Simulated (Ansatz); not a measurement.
Isolated molecules relaxed with PBE0-D4/def2-TZVP in Ansatz; ΔE leaves out vibrations. CBS: MP2 limit from def2 TZ/QZ plus the TZ coupled-cluster correction, frozen cores. This one scheme is used for every species. DFT in def2-TZVPP. B3LYP here is the variant with VWN-RPA as its local correlation; programs differ in this. One conformer a species, not always the lowest.

Consider the formal exchange of groups at a C–C bond: `CC(C)CO` + toluene → `CC(C)Cc1ccccc1` + CH₃OH.

Problem. Is it downhill or uphill in electronic energy at CCSD(T)/CBS, and by how much? (Estimate.)

Solution. Computed: Uphill: ΔE = +8.1 kJ/mol.

Problem. What do these levels give: PBE-D4, PBE0-D4, B3LYP-D4, ωB97X-V, ωB97M-V, B2PLYP, PBE0, B3LYP, CCSD(T)/def2-TZVPP, MP2/def2-QZVPP, SCS-MP2/def2-QZVPP, MP2/CBS(def2)? (An estimate is asked.)

Solution. The calculation gave: PBE-D4 11.2, PBE0-D4 10.4, B3LYP-D4 9.1, ωB97X-V 10.9, ωB97M-V 10.9, B2PLYP 13.3, PBE0 16.2, B3LYP 17.8, CCSD(T)/def2-TZVPP 8.3, MP2/def2-QZVPP 4.1, SCS-MP2/def2-QZVPP 6.0, MP2/CBS(def2) 4.1 kJ/mol.

Largest T1 diagnostic among the species: 0.010.

The D4 term adds −8.7 kJ/mol with B3LYP and −5.8 kJ/mol with PBE0; it sums over pairs of atoms, weighted by their polarisabilities, and B3LYP, whose exchange is more repulsive, gets the larger term. In def2-TZVPP, CCSD(T) changes the Hartree–Fock value by −8.4 kJ/mol (the triples alone add −1.5 kJ/mol) and MP2 by −12.5 kJ/mol.
